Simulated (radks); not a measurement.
Fractional charge and spin in the 5p shell of thulium: the spin-up occupation runs from 2 to 3 and the spin-down occupation from 2 to 3; the fullest corner is Tm, [Kr] 4d10 4f(up 6.5, down 6.5) 5s2 6s2 5p(up 3, down 3). All-electron calculation, scalar-relativistic Kohn-Sham, PBEsol, spin-polarised, spherical densities, finite nucleus; Fermi nuclear charge, rms radius of each element as measured or else 0.836 A^(1/3) + 0.57 fm. Program: a radial shooting solver on a logarithmic mesh with Libxc functionals. Energy (eV) minus the two flat planes that join the four corners (they meet along the diagonal where the two added fractions sum to one electron); zero is where a piecewise linear energy would lie.

down \ up,2,2.5,3
2,0.000,-1.550,0.000
2.5,-1.550,0.215,-1.372
3,0.000,-1.372,0.000

Corners above the fullest one (they belong to Tm+ and the next ion): (up 3, down 2) 32.234 eV, (up 2, down 3) 32.234 eV, (up 2, down 2) 77.058 eV. With half an added electron in each spin the energy lies 0.215 eV from the planes, and with half an added electron in spin up alone -1.550 eV. The planes are only a guide here: the flat-plane condition holds for ground states with one frontier orbital, while this shell lies below other occupied shells, so the corners above the fullest one are inner-hole states and not the ground states of those ions.
